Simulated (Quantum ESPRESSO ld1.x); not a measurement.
All-electron atom: Sm1.25+ in [Xe] 4f3.75 5d2 6s1 (fractional occupations, a model configuration). Method: scalar-relativistic Kohn-Sham, PW91, spin-unpolarised, spherical densities, point nucleus; computed with ld1.x of Quantum ESPRESSO 7.5.

X-ray form factor f0, the Fourier transform of the density (f0(0) = 60.75):

sin(theta)/lambda (1/angstrom),f0 (electrons)
0.05,59.693
0.1,57.008
0.15,53.599
0.2,50.076
0.25,46.696
0.3,43.561
0.4,38.158
0.5,33.796
0.6,30.171
0.8,24.390
1,20.280
1.25,16.991
1.5,14.759
2,11.055
